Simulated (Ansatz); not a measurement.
B(CN)3 (BC3N3). Total charge 0; singlet. Geometry B3LYP-D4/def2-SVP.

Cartesian coordinates in Å:
```
B 0.0001 0.0000 -0.0008
C -0.4555 1.3913 -0.4440
N -0.8023 2.4485 -0.7807
C 1.4908 -0.3409 0.0372
N 2.6235 -0.6001 0.0687
C -1.0351 -1.0503 0.4051
N -1.8215 -1.8485 0.7145
```

B3LYP takes the VWN-RPA correlation. HSE06 is defined as in plane-wave codes, on full-range PBE exchange.

Question: Estimate the orbital energies around the gap (eV) in Ansatz with HF/def2-TZVP, PBE-D4/def2-SVP, B3LYP-D4/def2-TZVP, PBE0-D4/def2-SVP, HSE06-D4/def2-TZVP.

Answer: 
```csv
orbital,HF/def2-TZVP,PBE-D4/def2-SVP,B3LYP-D4/def2-TZVP,PBE0-D4/def2-SVP,HSE06-D4/def2-TZVP
HOMO−9,-21.32,-14.19,-16.08,-16.22,-16.01
HOMO−8,-17.07,-10.72,-11.95,-12.17,-11.82
HOMO−7,-16.81,-10.00,-11.73,-11.83,-11.65
HOMO−6,-16.81,-10.00,-11.70,-11.83,-11.60
HOMO−5,-15.26,-9.81,-11.70,-11.82,-11.60
HOMO−4,-14.54,-9.81,-10.97,-11.18,-10.84
HOMO−3,-14.54,-9.79,-10.97,-11.18,-10.84
HOMO−2,-14.14,-9.45,-10.93,-11.11,-10.79
HOMO−1,-14.14,-9.43,-10.93,-11.11,-10.79
HOMO,-14.14,-9.43,-10.71,-10.92,-10.58
LUMO,-1.75,-5.87,-5.44,-5.16,-5.66
LUMO+1,2.13,-2.22,-1.64,-1.22,-1.78
LUMO+2,2.64,-2.22,-1.64,-1.21,-1.78
LUMO+3,2.64,-1.34,-0.65,-0.13,-0.76
LUMO+4,3.89,-1.34,-0.65,-0.13,-0.76
LUMO+5,3.89,0.02,0.06,1.39,0.01
```
